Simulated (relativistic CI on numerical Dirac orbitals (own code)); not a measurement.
# Sn⁺: what numerical and physical settings do to a radial Dirac CI calculation

Reference input:

```
atom Sn  Z=50  charge=1  electrons=49
nucleus A=120  rms_radius_fm=4.6519
hamiltonian dirac-coulomb  breit=on  qed=on  c_scale=1
orbitals kli  potential=per-configuration
slater_scale 1
correlation none
mixing on
grid step=0.0125 r_max=100.6
scf mixing=0.4 start=green max_iterations=150 tolerance=2e-08 node_fill=0.05
configurations
  [Kr] 4d10 5s2 5p
  [Kr] 4d10 5s 5p2
end
```

Computed lowest total energy -6168.51550 Ha, first excitation 4225.9 cm⁻¹, 25 SCF steps. Runs with settings changed; * marks those that are bad on purpose:

| Changed | Outcome | Lowest level | ΔE (Ha) | First excitation (cm⁻¹) | SCF steps | Message |
| --- | --- | --- | --- | --- | --- | --- |
| iteration limit 20, SCF mixing 0.05, SCF tolerance 0.0001 | converged | 5s2 5p 2P°_1/2 | -1.79e-07 | 4226.0 | 22 |  |
| QED terms off, SCF tolerance 0.0001 | converged | 5s2 5p 2P°_1/2 | -2.95 | 4218.7 | 18 |  |
| Slater scale 1.2 | converged | 5s2 5p 2P°_1/2 | 0 | 4225.9 | 25 |  |
| grid step 0.008 | converged | 5s2 5p 2P°_1/2 | -8.33e-05 | 4225.9 | 25 |  |
| nuclear radius 46.519 fm * | converged | 5s2 5p 2P°_1/2 | 10.6 | 4220.7 | 25 |  |
| Slater scale -1 * | converged | 5s2 5p 2P°_1/2 | 0 | 4225.9 | 25 |  |

With so few configurations and no correlation, terms lie too far apart (by 10 to 50 % near neutrality), their order can be wrong, and levels of other configurations are missing.
